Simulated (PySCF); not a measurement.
**From computed data to an observable: oscillator strength and radiative lifetime**

Sn(F)(NH2) (FH₂NSn), SMILES [NH2][Sn][F] (connectivity only; charge and spin as stated), neutral, multiplicity 1.

The structure is a stationary point at PBE-D3(BJ)/def2-TZVP. The def2 effective core potentials stand for the cores of Sn; spin–orbit coupling is left out. The values are those of a single conformer.

TDA-CAM-B3LYP/def2-SVPD run with PySCF puts the first singlet state with f over 0.02 at 5.03 eV (vertical), with the transition dipole (0.000, 0.000, 1.040) in atomic units.

Question: Find the oscillator strength, the wavelength and the radiative lifetime that this transition would have in vacuum if emission retraced absorption.

Answer: 
|μ|² = 1.0816 au, so |μ| = 2.64 D. ΔE = 5.03/27.211 = 0.1848 hartree. f = (2/3) ΔE |μ|² = 0.133 (the program prints 0.133).
λ = 1239.84/5.03 = 246 nm; ν = 40570 cm⁻¹.
Einstein's coefficient A = 0.6670 ν² f s⁻¹ (ν in cm⁻¹) = 1.5e8 s⁻¹, so τ = 1/A = 6.8 ns. This state is S1. The figure is the radiative limit of this one transition; relaxation, internal conversion, crossing to triplets and a medium change what is measured.
